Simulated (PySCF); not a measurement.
Ge(F)(SH) (FGeHS), SMILES [Ge]([SH])[F] (connectivity only; charge and spin as stated), neutral, multiplicity 1.

Geometry: B3LYP-D3(BJ)/def2-TZVP. One conformer was computed; it need not be the lowest.

Computed with TDDFT-M06-2X/def2-SVPD (PySCF).

Vertical excitations. The molecule is in vacuum. State labels are in the subgroup Cs.

```json
[
 {"state": "S1", "symmetry": "A\"", "energy (eV)": "3.92", "λ (nm)": "316", "f": "0.030", "main pairs": "HOMO→LUMO 99 %"},
 {"state": "S2", "symmetry": "A'", "energy (eV)": "4.95", "λ (nm)": "250", "f": "0.024", "main pairs": "HOMO−1→LUMO 90 %"},
 {"state": "S3", "symmetry": "A'", "energy (eV)": "6.35", "λ (nm)": "195", "f": "0.204", "main pairs": "HOMO→LUMO+1 70 %, HOMO→LUMO+3 21 %"},
 {"state": "S4", "symmetry": "A\"", "energy (eV)": "6.36", "λ (nm)": "195", "f": "0.000", "main pairs": "HOMO−1→LUMO+1 50 %, HOMO−1→LUMO+2 29 %, HOMO−1→LUMO+5 12 %"},
 {"state": "S5", "symmetry": "A\"", "energy (eV)": "6.65", "λ (nm)": "186", "f": "0.031", "main pairs": "HOMO−1→LUMO+1 45 %, HOMO−1→LUMO+2 40 %, HOMO−1→LUMO+5 8 %"},
 {"state": "S6", "symmetry": "A'", "energy (eV)": "6.75", "λ (nm)": "184", "f": "0.038", "main pairs": "HOMO→LUMO+2 89 %"},
 {"state": "S7", "symmetry": "A\"", "energy (eV)": "7.16", "λ (nm)": "173", "f": "0.012", "main pairs": "HOMO−1→LUMO+3 70 %, HOMO−1→LUMO+2 10 %"},
 {"state": "S8", "symmetry": "A'", "energy (eV)": "7.27", "λ (nm)": "170", "f": "0.763", "main pairs": "HOMO→LUMO+3 71 %, HOMO→LUMO+1 19 %"},
 {"state": "S9", "symmetry": "A\"", "energy (eV)": "7.42", "λ (nm)": "167", "f": "0.071", "main pairs": "HOMO−2→LUMO 65 %, HOMO−3→LUMO 17 %, HOMO−1→LUMO+3 13 %"},
 {"state": "S10", "symmetry": "A\"", "energy (eV)": "7.73", "λ (nm)": "160", "f": "0.000", "main pairs": "HOMO−3→LUMO 76 %, HOMO−2→LUMO 19 %"},
 {"state": "T1", "symmetry": "A\"", "energy (eV)": "2.59", "λ (nm)": "480", "f": "0", "main pairs": "HOMO→LUMO 94 %"},
 {"state": "T2", "symmetry": "A'", "energy (eV)": "4.01", "λ (nm)": "310", "f": "0", "main pairs": "HOMO−1→LUMO 98 %"},
 {"state": "T3", "symmetry": "A'", "energy (eV)": "4.84", "λ (nm)": "256", "f": "0", "main pairs": "HOMO→LUMO+1 81 %"},
 {"state": "T4", "symmetry": "A\"", "energy (eV)": "6.07", "λ (nm)": "204", "f": "0", "main pairs": "HOMO−1→LUMO+1 34 %, HOMO−1→LUMO+2 25 %, HOMO−2→LUMO 13 %, HOMO−1→LUMO+5 13 %"}
]
```
Triplets are in the Tamm–Dancoff approximation, which puts them higher than full response would, so one can lie above its singlet here.
